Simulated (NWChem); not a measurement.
# SnH3OF; SMILES [OH][SnH2][F]

```xyz
6

Sn    -0.2883    -0.0031    -0.0019
O      0.9309    -1.5520    -0.0562
F      0.8554     1.5659    -0.0173
H     -1.1389    -0.0405    -1.4726
H     -1.1322     0.0967     1.4806
H      1.5396    -1.5792     0.6911
```
Atoms are numbered in this order, from 1.

Program: NWChem. Coordinates come from a PBE0/def2-SVP optimisation. def2 effective core potentials on Sn; no spin-orbit coupling. Level SCAN/def2-SVP: energy and gradient on several grids; changes count from the extra-fine grid, which is no exact limit either.

```csv
grid,size of the energy change (μHa),largest change of a gradient component (μHa/bohr),"time, medium = 1 (rough)"
xcoarse,3000,20000,about 1
coarse,10000,1000,about 1
medium,2000,500,about 1
fine,500,200,about 1
xfine,< 10,< 30,2
```
